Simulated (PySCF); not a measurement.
C2H6F2Sn, SMILES C[CH2][SnH]([F])[F]. Geometry: PBE0-D3(BJ)/def2-SVP. The structure was generated by enumeration; whether it is a known compound was not checked. The def2 effective core potentials stand for the cores of Sn; spin–orbit coupling is left out. The values are those of a single conformer.

Computed equilibrium geometry at PBE0-D3(BJ)/def2-SVP (PySCF confirms it by a frequency run) as bond lengths and angles, and its point group (one conformer of several):
point group Cs.
Atoms: Sn1 F2 F3 C4 C5 H6 H7 H8 H9 H10 H11. Bonded distances (Å): Sn1–F2 1.939, Sn1–F3 1.939, Sn1–C4 2.137, Sn1–H6 1.707, C4–C5 1.523, C4–H7 1.101, C4–H8 1.101, C5–H9 1.100, C5–H10 1.101, C5–H11 1.100. Angles (°): F2–Sn1–F3 102.4, F2–Sn1–C4 106.2, F2–Sn1–H6 106.2, F3–Sn1–C4 106.2, F3–Sn1–H6 106.2, C4–Sn1–H6 127.0, Sn1–C4–C5 110.5, Sn1–C4–H7 107.1, Sn1–C4–H8 107.1, C5–C4–H7 112.3, C5–C4–H8 112.3, H7–C4–H8 107.4, C4–C5–H9 111.4, C4–C5–H10 110.8, C4–C5–H11 111.4, H9–C5–H10 107.8, H9–C5–H11 107.5, H10–C5–H11 107.8.
